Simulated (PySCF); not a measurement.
PySCF input for C₃H₆FNSi, SMILES F/C=C1/CN[SiH2]1, TDDFT-PBE/def2-SVPD. Coordinates come from a r2SCAN-D4/def2-SVP optimisation. The structure was generated by enumeration; whether it is a known compound was not checked.

```python
import numpy as np
from pyscf import gto, scf, dft, tdscf

mol = gto.M(
    atom='''
    F    -0.43761821   -2.54063950   -0.00000000
    C     0.57054436   -1.65519425    0.00000000
    C     0.35375613   -0.34456931    0.00000000
    C     1.36084228    0.80780933    0.00000000
    N     0.37163879    1.89385699    0.00000000
    Si   -1.05037407    0.89569962   -0.00000000
    H     1.54808526   -2.15468728    0.00000000
    H     2.01712015    0.80263437   -0.89545943
    H     2.01712015    0.80263437    0.89545943
    H     0.64167727    2.86769292    0.00000000
    H    -1.94626502    0.95120644    1.19997098
    H    -1.94626502    0.95120644   -1.19997098
    ''',
    basis='def2-SVPD',
    charge=0,
    spin=0,
    symmetry=True,
    max_memory=1600,
    verbose=4,
)
mf = dft.RKS(mol, xc='pbe').density_fit(auxbasis='def2-universal-jkfit')
mf.grids.level = 3
mf.conv_tol = 1e-9
mf.max_cycle = 100
mf.kernel()
mf.grids = dft.Grids(mol).set(level=1).build(with_non0tab=True)  # coarser grid for the response kernel
td = tdscf.TDDFT(mf)
td.singlet = True
td.nstates = 10
td.conv_tol = 1e-4
td.positive_eig_threshold = 1e-6
td.kernel(x0=td.get_init_guess(mf, 15))
td.analyze()
tt = tdscf.TDA(mf)
tt.singlet = False
tt.nstates = 4
tt.conv_tol = 1e-4
tt.positive_eig_threshold = 1e-6
tt.kernel(x0=tt.get_init_guess(mf, 9))
tt.analyze(verbose=3)
```

It prints:

```
PySCF version 2.14.0

[INPUT] verbose = 4
[INPUT] num. atoms = 12
[INPUT] num. electrons = 54
[INPUT] charge = 0
[INPUT] spin (= nelec alpha-beta = 2S) = 0
[INPUT] symmetry True subgroup None
[INPUT] Mole.unit = angstrom
[INPUT] Symbol           X                Y                Z      unit          X                Y                Z       unit  Magmom
[INPUT]  1 F     -0.437618210000  -2.540639500000   0.000000000000 AA   -0.826978564022  -4.801112836252   0.000000000000 Bohr   0.0
[INPUT]  2 C      0.570544360000  -1.655194250000   0.000000000000 AA    1.078172582315  -3.127863815455   0.000000000000 Bohr   0.0
[INPUT]  3 C      0.353756130000  -0.344569310000   0.000000000000 AA    0.668502200586  -0.651141626830   0.000000000000 Bohr   0.0
[INPUT]  4 C      1.360842280000   0.807809330000   0.000000000000 AA    2.571619207929   1.526538394568   0.000000000000 Bohr   0.0
[INPUT]  5 N      0.371638790000   1.893856990000   0.000000000000 AA    0.702295530365   3.578871030193   0.000000000000 Bohr   0.0
[INPUT]  6 Si    -1.050374070000   0.895699620000   0.000000000000 AA   -1.984919320645   1.692626971677   0.000000000000 Bohr   0.0
[INPUT]  7 H      1.548085260000  -2.154687280000   0.000000000000 AA    2.925457158876  -4.071768843284   0.000000000000 Bohr   0.0
[INPUT]  8 H      2.017120150000   0.802634370000  -0.895459430000 AA    3.811804643842   1.516759137463  -1.692173078359 Bohr   0.0
[INPUT]  9 H      2.017120150000   0.802634370000   0.895459430000 AA    3.811804643842   1.516759137463   1.692173078359 Bohr   0.0
[INPUT] 10 H      0.641677270000   2.867692920000   0.000000000000 AA    1.212594300659   5.419154228154   0.000000000000 Bohr   0.0
[INPUT] 11 H     -1.946265020000   0.951206440000   1.199970980000 AA   -3.677907853621   1.797519659523   2.267616509626 Bohr   0.0
[INPUT] 12 H     -1.946265020000   0.951206440000  -1.199970980000 AA   -3.677907853621   1.797519659523  -2.267616509626 Bohr   0.0

nuclear repulsion = 284.759076275879
point group symmetry = Cs
symmetry origin: [ 2.44964510e-09 -3.49949255e-10  0.00000000e+00]
symmetry axis x: [1.00000000e+00 8.77140001e-10 4.37283563e-19]
symmetry axis y: [ 8.77140001e-10 -1.00000000e+00  6.27878889e-19]
symmetry axis z: [7.70063087e-19 6.27878889e-19 1.00000000e+00]
num. orbitals of irrep A' = 117
num. orbitals of irrep A" = 58
number of shells = 75
number of NR pGTOs = 255
number of NR cGTOs = 175
basis = def2-SVPD
ecp = {}


[settings echo left out]
init E= -561.759029038479
HOMO (A") = -0.275009189244901  LUMO (A") = -0.095589313805732  gap/eV = 4.88226
cycle= 1 E= -561.1535065665  delta_E= 0.606  |g|= 0.611  |ddm|= 5.31
HOMO (A") = -0.0998505741957123  LUMO (A') = -0.00169480366045116  gap/eV = 2.67095
cycle= 2 E= -560.835634386583  delta_E= 0.318  |g|= 1.28  |ddm|= 2.06
HOMO (A") = -0.206833863999794  LUMO (A") = -0.0365258083707278  gap/eV = 4.63432
cycle= 3 E= -561.225138743047  delta_E= -0.39  |g|= 0.234  |ddm|= 1.61
HOMO (A") = -0.199482397122128  LUMO (A") = -0.0492519943149152  gap/eV = 4.08798
cycle= 4 E= -561.238286560341  delta_E= -0.0131  |g|= 0.0901  |ddm|= 0.406
HOMO (A") = -0.199578334379868  LUMO (A") = -0.0488479346541171  gap/eV = 4.10158
cycle= 5 E= -561.239767108598  delta_E= -0.00148  |g|= 0.0364  |ddm|= 0.115
HOMO (A") = -0.201155983829305  LUMO (A") = -0.0467174754439852  gap/eV = 4.20249
cycle= 6 E= -561.240060639818  delta_E= -0.000294  |g|= 0.00987  |ddm|= 0.0585
HOMO (A") = -0.200647564786803  LUMO (A") = -0.0472037712981082  gap/eV = 4.17542
cycle= 7 E= -561.240083938121  delta_E= -2.33e-05  |g|= 0.00265  |ddm|= 0.0172
HOMO (A") = -0.200751713980753  LUMO (A") = -0.0473508063374486  gap/eV = 4.17425
cycle= 8 E= -561.240085464161  delta_E= -1.53e-06  |g|= 0.000641  |ddm|= 0.00358
HOMO (A") = -0.200722107982557  LUMO (A") = -0.0472856631239287  gap/eV = 4.17522
cycle= 9 E= -561.240085575975  delta_E= -1.12e-07  |g|= 8.87e-05  |ddm|= 0.00122
HOMO (A") = -0.200726726975611  LUMO (A") = -0.0472947294111412  gap/eV = 4.17510
cycle= 10 E= -561.240085577518  delta_E= -1.54e-09  |g|= 4.35e-05  |ddm|= 0.000241
HOMO (A") = -0.200728848269577  LUMO (A") = -0.0472948608370811  gap/eV = 4.17515
cycle= 11 E= -561.240085578012  delta_E= -4.94e-10  |g|= 1.03e-05  |ddm|= 8.65e-05
HOMO (A") = -0.20072696838981  LUMO (A") = -0.0472935575057298  gap/eV = 4.17514
Extra cycle  E= -561.240085577941  delta_E= 7.07e-11  |g|= 1.9e-05  |ddm|= 3.85e-05
converged SCF energy = -561.240085577941
tot grids = 47208
Overwritten attributes  positive_eig_threshold  of <class 'pyscf.tdscf.rks.CasidaTDDFT'>


******** <class 'pyscf.tdscf.rks.CasidaTDDFT'> for <class 'pyscf.df.df_jk.DFSymAdaptedRKS'> ********
nstates = 10 singlet
deg_eia_thresh = 1.000e-03
wfnsym = None
conv_tol = 0.0001
eigh lindep = 1e-12
eigh level_shift = 0
eigh max_cycle = 100


Excitation energies (eV)
[4.36692676 4.6929455  5.42034581 5.56043271 5.76629941 6.24400604
 6.33265882 6.41122204 6.44748185 6.55204267]

** Singlet excitation energies and oscillator strengths **
Excited State   1:   A'      4.36693 eV    283.92 nm  f=0.0020
      27 -> 28        0.69997
Excited State   2:   A"      4.69295 eV    264.19 nm  f=0.0020
      27 -> 29        0.70512
Excited State   3:   A"      5.42035 eV    228.74 nm  f=0.0018
      26 -> 29        0.70164
Excited State   4:   A"      5.56043 eV    222.98 nm  f=0.0099
      27 -> 30       -0.70174
Excited State   5:   A"      5.76630 eV    215.02 nm  f=0.0007
      27 -> 31       -0.70605
Excited State   6:   A"      6.24401 eV    198.57 nm  f=0.0003
      27 -> 32        0.70498
Excited State   7:   A"      6.33266 eV    195.79 nm  f=0.0004
      26 -> 30        0.70580
Excited State   8:   A'      6.41122 eV    193.39 nm  f=0.2915
      26 -> 28       -0.66989
Excited State   9:   A"      6.44748 eV    192.30 nm  f=0.0001
      25 -> 28        0.67781
      26 -> 31        0.17360
Excited State  10:   A"      6.55204 eV    189.23 nm  f=0.0000
      27 -> 33        0.70021

** Transition electric dipole moments (AU) **
state          X           Y           Z        Dip. S.      Osc.
  1        -0.0618     -0.1208      0.0000      0.0184      0.0020
  2         0.0000      0.0000     -0.1305      0.0170      0.0020
  3         0.0000     -0.0000     -0.1172      0.0137      0.0018
  4         0.0000     -0.0000      0.2700      0.0729      0.0099
  5        -0.0000      0.0000      0.0695      0.0048      0.0007
  6         0.0000     -0.0000      0.0460      0.0021      0.0003
  7        -0.0000     -0.0000     -0.0525      0.0028      0.0004
  8        -0.2497      1.3392     -0.0000      1.8557      0.2915
  9         0.0000     -0.0000      0.0234      0.0005      0.0001
 10         0.0000      0.0000      0.0057      0.0000      0.0000

** Transition velocity dipole moments (imaginary part, AU) **
state          X           Y           Z        Dip. S.      Osc.
  1        -0.0112     -0.0173      0.0000      0.0004      0.0018
  2         0.0000     -0.0000     -0.0230      0.0005      0.0021
  3         0.0000      0.0000     -0.0251      0.0006      0.0021
  4         0.0000     -0.0000      0.0523      0.0027      0.0089
  5        -0.0000      0.0000      0.0120      0.0001      0.0005
  6         0.0000     -0.0000      0.0129      0.0002      0.0005
  7        -0.0000     -0.0000     -0.0196      0.0004      0.0011
  8        -0.0578      0.3104     -0.0000      0.0997      0.2821
  9         0.0000     -0.0000      0.0066      0.0000      0.0001
 10         0.0000      0.0000      0.0073      0.0001      0.0001

** Transition magnetic dipole moments (imaginary part, AU) **
state          X           Y           Z
  1         0.0000      0.0000     -0.0137
  2         0.7474     -0.0814      0.0000
  3        -0.0375     -0.0139      0.0000
  4         0.0492     -0.0499      0.0000
  5        -0.2576      0.0472     -0.0000
  6        -0.2644      0.3717      0.0000
  7        -0.5638     -0.1625      0.0000
  8         0.0000     -0.0000     -0.2150
  9        -0.0014     -0.7513      0.0000
 10         0.0667     -0.6741     -0.0000
Overwritten attributes  positive_eig_threshold  of <class 'pyscf.tdscf.rks.TDA'>


******** <class 'pyscf.tdscf.rks.TDA'> for <class 'pyscf.df.df_jk.DFSymAdaptedRKS'> ********
nstates = 4 triplet
deg_eia_thresh = 1.000e-03
wfnsym = None
conv_tol = 0.0001
eigh lindep = 1e-12
eigh level_shift = 0
eigh max_cycle = 100


Excitation energies (eV)
[3.92908822 4.24962453 4.44608443 5.3192801 ]

** Triplet excitation energies and oscillator strengths **
Excited State   1:   A'      3.92909 eV    315.55 nm  f=0.0000
Excited State   2:   A'      4.24962 eV    291.75 nm  f=0.0000
Excited State   3:   A"      4.44608 eV    278.86 nm  f=0.0000
Excited State   4:   A"      5.31928 eV    233.08 nm  f=0.0000
```

The run converged.
